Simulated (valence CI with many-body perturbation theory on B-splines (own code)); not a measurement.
**Ladder of approximations for Mo10+**

Calculated by configuration interaction combined with many-body perturbation theory (CI+MBPT): four valence electrons over a frozen Dirac-Fock core [Ar] 3d10, radial functions for each j: 11 s, 11 p, 9 d, 7 f, 5 g, 2 h, 1 i, with the one-electron correlation potential Σ1 (screened to all orders), the two-electron term Σ2, the three-electron term Σ3, Breit, model QED; selected single and double excitations, second order for the rest, scaled by the run's own slope (own B-spline code, finite nucleus).

No measured spectrum was set against this ion. As an estimate, levels hold to about 250 cm⁻¹ or 0.2 % of their energy and the worst to 1 %, as in measured heavy ions of charge 2 to 7; those with d or f electrons hold less well.

Each rung adds one term. CI alone is the Dirac-Coulomb CI over the frozen core; QED comes last and gives the full result, which names the levels. Energies are above 4s²4p² ³P_0 on the same rung, in cm⁻¹.

Names give the largest LS component (configuration and term), which can be under half, so a name can repeat, a term be missing and a line seem to break the LS rules; names also repeat where a configuration has a term twice.

| Level | CI alone |
| --- | --- |
| 4s²4p² ³P_1 | 17329 |
| 4s²4p² ³P_2 | 26982 |
| 4s²4p² ¹D_2 | 54575 |
| 4s²4p² ¹S_0 | 85335 |
| 4s4p³ ⁵S°_2 | 197026 |
| 4s4p³ ³D°_1 | 248320 |
| 4s4p³ ³D°_2 | 249194 |
| 4s4p³ ³D°_3 | 256059 |
| 4s4p³ ³P°_0 | 282643 |
| 4s4p³ ³P°_1 | 285169 |
| 4s4p³ ³P°_2 | 288066 |
| 4s4p³ ¹D°_2 | 320171 |
| 4s4p³ ³S°_1 | 340658 |
| 4s4p³ ¹P°_1 | 369922 |
| 4s²4p4d ³F°_2 | 380584 |
| 4s²4p4d ³F°_3 | 391205 |

Task: What do these energies become with core correlation, Breit and QED?

Result: 4s²4p² ³P_1 17617 (+288); 4s²4p² ³P_2 27155 (+173); 4s²4p² ¹D_2 54778 (+202); 4s²4p² ¹S_0 84950 (-384); 4s4p³ ⁵S°_2 200937 (+3911); 4s4p³ ³D°_1 250279 (+1959); 4s4p³ ³D°_2 251296 (+2102); 4s4p³ ³D°_3 258294 (+2235); 4s4p³ ³P°_0 283943 (+1301); 4s4p³ ³P°_1 286435 (+1266); 4s4p³ ³P°_2 289386 (+1319); 4s4p³ ¹D°_2 320087 (-84); 4s4p³ ³S°_1 334953 (-5705); 4s4p³ ¹P°_1 365434 (-4488); 4s²4p4d ³F°_2 381863 (+1278); 4s²4p4d ³F°_3 392625 (+1421).

Task: How does the ionisation energy move along the ladder, and which term matters most?

Result: CI alone 208.54, + Σ1 209.58, + Σ2 209.44, + Σ3 209.39, + Breit 209.26, + QED 209.28 eV. The largest step is Σ1, 1.04 eV. NIST lists 209.3 ± 1.2 eV (theoretical).
